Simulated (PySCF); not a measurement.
Method used: core-valence-separated Tamm–Dancoff BHandHLYP/aug-pcX-1 (pcseg-1 on H, def2-SVPD on Si) in PySCF, non-relativistic, gas phase, PBE0-D3(BJ)/def2-SVP geometry. No empirical shift is added; at this level the pattern usually sits a few eV under experiment.

Main lines of an unknown, eV (oscillator strength): C K: 282.7 (0.050), 282.8 (0.053), 283.0 (0.053), 283.2 (0.055), 285.3 (0.009); O K: 532.2 (0.004), 533.0 (0.023), 533.3 (0.006), 533.5 (0.021), 534.2 (0.003). Listed: the first five lines at most of each edge with a tenth or more of its strongest line's intensity; roots within 0.03 eV on the same or equivalent atoms are summed. Only the lowest roots were sought, and the top ones are left out.

**Question.** Which candidate gives them?
A. `C#C[Si@H]1CC[SiH2]O1`
B. `O[SiH]1C=C[SiH2]C=C1`
C. `C#C[C@@H]1C[SiH2]O[SiH2]1`
D. `[SiH]1(O[SiH3])C=CC=C1`

**Answer.** A. 

- `C#C[Si@H]1CC[SiH2]O1`: C K: 282.7 (0.050), 282.8 (0.053), 283.0 (0.053), 283.2 (0.055), 285.3 (0.009); O K: 532.2 (0.004), 533.0 (0.023), 533.3 (0.006), 533.5 (0.021), 534.2 (0.003). First C line listed at 282.7 eV, hole on the alkyne carbon (1s→π*); first O line listed at 532.2 eV, hole on the siloxane oxygen.
- `O[SiH]1C=C[SiH2]C=C1`: C K: 281.9 (0.094), 281.9 (0.134), 285.7 (0.014), 285.8 (0.021), 286.6 (0.039); O K: 531.6 (0.014), 532.9 (0.022), 533.4 (0.004), 534.1 (0.010), 534.2 (0.005). First C line listed at 281.9 eV, hole on the alkene CH carbon; first O line listed at 531.6 eV, hole on the silanol oxygen.
- `[SiH3]O[SiH]1C=CC=C1`: C K: 281.5 (0.095), 282.2 (0.105), 285.5 (0.025), 286.1 (0.016), 286.2 (0.036); O K: 531.5 (0.005), 533.0 (0.013), 533.8 (0.016), 534.1 (0.016), 534.2 (0.003). First C line listed at 281.5 eV, hole on the alkene CH carbon; first O line listed at 531.5 eV, hole on the siloxane oxygen.
- `C#C[C@@H]1C[SiH2]O[SiH2]1`: C K: 283.5 (0.061), 283.8 (0.055), 283.8 (0.067), 283.9 (0.047), 285.6 (0.008); O K: 532.3 (0.003), 533.2 (0.026), 533.5 (0.006), 533.8 (0.023), 534.2 (0.010). First C line listed at 283.5 eV, hole on the terminal alkyne carbon (1s→π*); first O line listed at 532.3 eV, hole on the siloxane oxygen.

One conformer each; other structures than these candidates weren't tested.
